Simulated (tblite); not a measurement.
C6H12GeSe.
SMILES with atom numbers: `[CH2:1]1[CH2:2][GeH:3]([CH:4]2[CH2:5][Se:6][CH2:7]2)[CH2:8]1` (hydrogens: H9, H10 on C1; H11, H12 on C2; H13 on Ge3; H14 on C4; H15, H16 on C5; H17, H18 on C7; H19, H20 on C8)

Computed with GFN2-xTB (tblite), gas phase: L-BFGS steps from a force-field or distance-geometry start until the largest atomic force falls under 0.01 eV/Å.

Step 53: E = -652.9322 eV
```
atom  x, y, z in Å  |  force x, y, z in eV/Å
C1     -2.2230    0.8535    0.1930   -0.001  -0.007  -0.006
C2     -2.0453   -0.4732   -0.5788    0.008   0.005   0.003
Ge3    -0.3767   -0.8728    0.4570   -0.004   0.012  -0.043
C4      1.4183   -0.7920   -0.4575   -0.035  -0.008  -0.006
C5      2.5390   -0.4852    0.5372   -0.014   0.009  -0.016
Se6     2.8769    1.3103   -0.2251   -0.009  -0.008   0.024
C7      1.5543    0.4093   -1.3905   -0.009   0.011   0.014
C8     -1.1164    0.7932    1.2696   -0.005   0.000  -0.003
H9     -3.2160    0.9413    0.6327    0.001   0.007  -0.014
H10    -2.0782    1.7085   -0.4669    0.004  -0.008   0.009
H11    -1.9531   -0.3325   -1.6543    0.007  -0.017   0.015
H12    -2.8627   -1.1703   -0.4061    0.025   0.013   0.012
H13    -0.3694   -2.1045    1.3629   -0.004  -0.033   0.005
H14     1.5827   -1.7363   -0.9806   -0.001  -0.011  -0.003
H15     2.2292   -0.4326    1.5817    0.038  -0.006   0.001
H16     3.4166   -1.1252    0.4431   -0.001   0.020  -0.009
H17     0.6530    1.0101   -1.5137   -0.011  -0.002  -0.016
H18     1.9807    0.1820   -2.3684    0.005   0.000   0.030
H19    -1.5220    0.6428    2.2680   -0.008   0.036   0.000
H20    -0.4930    1.6842    1.2937    0.015  -0.013   0.003
```

Step 54: E = -652.9326 eV
```
atom  x, y, z in Å  |  force x, y, z in eV/Å
C1     -2.2219    0.8543    0.1924   -0.001  -0.010  -0.005
C2     -2.0447   -0.4728   -0.5779    0.004  -0.010  -0.003
Ge3    -0.3753   -0.8733    0.4574   -0.033   0.037  -0.041
C4      1.4169   -0.7931   -0.4590   -0.032  -0.003  -0.004
C5      2.5365   -0.4871    0.5362    0.008   0.027  -0.008
Se6     2.8706    1.3121   -0.2198   -0.017  -0.012   0.022
C7      1.5532    0.4089   -1.3905    0.003   0.022   0.009
C8     -1.1161    0.7939    1.2693    0.000   0.000   0.006
H9     -3.2152    0.9425    0.6315    0.001   0.011  -0.015
H10    -2.0762    1.7083   -0.4684    0.003  -0.005   0.010
H11    -1.9544   -0.3337   -1.6538    0.016  -0.015   0.014
H12    -2.8623   -1.1695   -0.4047    0.021   0.010   0.018
H13    -0.3639   -2.1022    1.3662   -0.008  -0.039   0.006
H14     1.5819   -1.7371   -0.9822   -0.004  -0.014  -0.008
H15     2.2290   -0.4379    1.5814    0.027  -0.009   0.005
H16     3.4163   -1.1232    0.4399    0.006   0.009  -0.014
H17     0.6518    1.0093   -1.5180   -0.007  -0.013  -0.013
H18     1.9858    0.1828   -2.3659    0.000   0.002   0.026
H19    -1.5230    0.6424    2.2673   -0.006   0.033  -0.004
H20    -0.4943    1.6861    1.2956    0.018  -0.019  -0.001
```

Step 55: E = -652.9330 eV
```
atom  x, y, z in Å  |  force x, y, z in eV/Å
C1     -2.2219    0.8555    0.1919   -0.001  -0.008  -0.004
C2     -2.0452   -0.4725   -0.5759   -0.005  -0.024  -0.012
Ge3    -0.3738   -0.8714    0.4564   -0.056   0.047  -0.018
C4      1.4153   -0.7941   -0.4616   -0.012   0.005  -0.001
C5      2.5340   -0.4897    0.5344    0.029   0.036   0.004
Se6     2.8620    1.3150   -0.2106   -0.029  -0.013   0.015
C7      1.5547    0.4088   -1.3915    0.013   0.029  -0.002
C8     -1.1172    0.7953    1.2695    0.005   0.001   0.017
H9     -3.2155    0.9455    0.6296   -0.001   0.014  -0.013
H10    -2.0742    1.7080   -0.4703    0.005   0.000   0.008
H11    -1.9601   -0.3363   -1.6525    0.024  -0.013   0.012
H12    -2.8613   -1.1695   -0.3983    0.014   0.004   0.021
H13    -0.3569   -2.0981    1.3695   -0.012  -0.034  -0.003
H14     1.5801   -1.7384   -0.9844   -0.010  -0.010  -0.011
H15     2.2303   -0.4473    1.5809    0.013  -0.013   0.005
H16     3.4168   -1.1206    0.4336    0.012   0.000  -0.021
H17     0.6533    1.0077   -1.5285    0.003  -0.028  -0.008
H18     1.9987    0.1830   -2.3621   -0.008   0.006   0.026
H19    -1.5260    0.6404    2.2666    0.000   0.031  -0.011
H20    -0.4982    1.6896    1.3001    0.017  -0.029  -0.005
```

Q: Estimate the geometry and energy of step 56. (The exact step hangs on the optimiser's Hessian estimate; all steps are aligned on step 55, rigid shifts and turns removed.)

A: E = -652.9336 eV, largest force 0.070 eV/Å
```
atom  x, y, z in Å  |  force x, y, z in eV/Å
C1     -2.2209    0.8564    0.1910   -0.002  -0.002  -0.001
C2     -2.0448   -0.4724   -0.5743   -0.010  -0.025  -0.009
Ge3    -0.3733   -0.8700    0.4559   -0.058   0.035   0.019
C4      1.4127   -0.7950   -0.4640    0.015   0.013   0.006
C5      2.5313   -0.4916    0.5324    0.044   0.031   0.014
Se6     2.8521    1.3174   -0.2016   -0.030   0.003   0.011
C7      1.5551    0.4092   -1.3916    0.018   0.023   0.000
C8     -1.1177    0.7965    1.2699    0.004  -0.004   0.013
H9     -3.2150    0.9481    0.6269   -0.006   0.015  -0.009
H10    -2.0719    1.7077   -0.4720    0.009   0.006   0.001
H11    -1.9637   -0.3390   -1.6510    0.029  -0.013  -0.005
H12    -2.8592   -1.1691   -0.3921   -0.006  -0.010   0.022
H13    -0.3511   -2.0959    1.3734   -0.017  -0.016  -0.021
H14     1.5782   -1.7395   -0.9869   -0.019  -0.002  -0.011
H15     2.2319   -0.4560    1.5801   -0.002  -0.018   0.011
H16     3.4167   -1.1177    0.4268    0.019  -0.008  -0.027
H17     0.6540    1.0060   -1.5381   -0.002  -0.031  -0.005
H18     2.0098    0.1837   -2.3567   -0.007   0.006   0.004
H19    -1.5288    0.6399    2.2656    0.002   0.027  -0.005
H20    -0.5005    1.6919    1.3032    0.022  -0.027  -0.007
```

The energy changes by -0.0005 eV. The first-order estimate −F·Δx gives -0.0007 eV and the mean of the old and new forces, exact on a quadratic surface, -0.0005 eV. The step makes an angle of 79° with the force vector and moves no atom by more than 0.014 Å.

The cost below is that of the whole relaxation. Hardware: an Intel Xeon at 2.50 GHz with one thread, no GPU, shared host with 64 logical CPUs at a one-minute load of 63. Cost: 3.0 s.
